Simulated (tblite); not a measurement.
C8H15P.
InChI=1S/C8H15P/c1-9-5-2-8(3-6-9)4-7-9/h8H,1-7H2

Calculated harmonic vibrations of the isolated species, GFN2-xTB (tblite), most abundant isotopes, no scaling. Against measured fundamentals such values can be off by several per cent, at times by over 20.

Harmonic wavenumbers (cm⁻¹): 145.7, 173.1, 183.5, 238.2, 253.2, 296.0, 306.9, 332.1, 383.9, 435.7, 446.2, 616.6, 660.2, 720.6, 742.9, 763.1, 771.6, 787.2, 811.4, 825.6, 908.4, 921.0, 933.4, 933.9, 984.5, 988.1, 1004.1, 1072.3, 1084.2, 1090.6, 1093.7, 1153.7, 1156.4, 1189.0, 1190.7, 1196.8, 1242.2, 1246.6, 1253.3, 1308.2, 1309.1, 1344.0, 1346.8, 1348.2, 1397.8, 1437.1, 1442.0, 1449.6, 1491.3, 1492.6, 1504.8, 2921.9, 2925.0, 2933.8, 2935.9, 2941.8, 2946.3, 2953.1, 2957.0, 2958.7, 2961.7, 2962.8, 2964.6, 2981.8, 2982.5, 2984.3.

A = 2165, B = 1299, C = 1289 MHz; mass 142.091 u (most abundant isotopes); point group C1, symmetry number 1.

What is the zero-point energy?

Half the sum of the wavenumbers: 45860 cm⁻¹ = 131.12 kcal/mol.

Give the ideal-gas entropy at 298.15 K and 1 bar in the rigid-rotor, harmonic-oscillator model (classical rotation).

Translation 40.79, rotation 28.87, vibration 21.69: S = 91.4 cal/(mol K).

And Cp and H(298.15 K) − H(0)?

Cp = 40.23 cal/(mol K), of which vibrations give 32.29 (their classical limit is 66 R = 131.2); H(298.15 K) − H(0) = 6.41 kcal/mol without the zero-point energy, 4.04 from vibrations.

Blend soft modes into free rotors: weight 1/[1 + (100 cm⁻¹/ν̃)⁴] for the oscillator and the rest for a rotor with moment μB/(μ + B), μ = h/(8π²ν), B = 10⁻⁴⁴ kg m². What vibrational entropy results?

21.67 cal/(mol K) in place of 21.69, which changes −T·S at 298.15 K by +0.01 kcal/mol.

Which modes carry the vibrational entropy at 298.15 K?

145.7 cm⁻¹: 2.73; 173.1 cm⁻¹: 2.40; 183.5 cm⁻¹: 2.29; 238.2 cm⁻¹: 1.82; 253.2 cm⁻¹: 1.71; 296.0 cm⁻¹: 1.44 cal/(mol K); the other 60 give 9.31 together.

What must be added to the electronic energy to get the Gibbs energy at 298.15 K and 1 bar?

ZPE + [H(298.15 K) − H(0)] − T·S = 131.12 + 6.41 − 27.24 = 110.29 kcal/mol.

Hindered rotation and anharmonicity are outside this model. The structure is chiral; the term R ln 2 for an equal mix with its mirror image is left out.
